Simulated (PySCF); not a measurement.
**Radial density of Xe³⁷⁺ (xenon, charge +37)**

M06-2X, [Ne] 3s2 3p5, 2P determinant. All numbers are calculated (PySCF 2.14, the spin-free X2C one-electron Hamiltonian (Gaussian nucleus), in an uncontracted even-tempered set (18 s from 6.2 bohr⁻², ratio 2.5; 12 p from 8.1 bohr⁻², ratio 2.5; 5 d from 37 bohr⁻², ratio 2.7; 4 f from 55 bohr⁻², ratio 2.7)).

| r (bohr) | 4πr²ρ (e/bohr) | 4πr²(ρα − ρβ) |
| --- | --- | --- |
| 0.0230 | 68.36 | 0.4110 |
| 0.0387 | 60.95 | 1.2071 |
| 0.0650 | 81.68 | 1.6326 |
| 0.109 | 65.36 | 0.0980 |
| 0.184 | 29.90 | 2.5689 |
| 0.310 | 27.15 | 3.7457 |
| 0.521 | 1.816 | 0.2529 |
| 0.876 | 0.003298 | 0.0004 |

Densities and radii are taken from the X2C orbitals without a picture-change correction, which distorts them close to the nucleus.

Spin-orbit coupling, absent here, splits the open shell strongly.
